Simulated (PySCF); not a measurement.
A series of substituents X on one scaffold: silaethenyl-X. Gas-phase values, no solvent. One relaxed conformer stands for each flexible species; it need not be the lowest. Strings in code marks are SMILES.

The four lowest singlet excitations (Tamm–Dancoff). Calculation: PBE0-D3(BJ)/def2-TZVP in PySCF. Excitations are Tamm–Dancoff values on a coarser integration grid. The basis has no diffuse functions, so Rydberg states are missing or too high.

```json
[
 {"state": "S1", "energy (eV)": "1.67", "wavelength (nm)": "742", "oscillator strength": "0.000"},
 {"state": "S2", "energy (eV)": "3.36", "wavelength (nm)": "369", "oscillator strength": "0.226"},
 {"state": "S3", "energy (eV)": "4.96", "wavelength (nm)": "250", "oscillator strength": "0.000"},
 {"state": "S4", "energy (eV)": "5.48", "wavelength (nm)": "226", "oscillator strength": "0.002"}
]
```

### Question
Identify which member gives these states.
A) `C=[SiH]Cl`
B) `C=[SiH]N(C)C` (C–Si–N–C torsion 180°)
C) `C=[SiH]C=S` (C–Si–C–S torsion 0°)
D) `C=[SiH]CF` (C–Si–C–F torsion 128°)

### Answer
C, `C=[SiH]C=S` (C–Si–C–S torsion 0°)
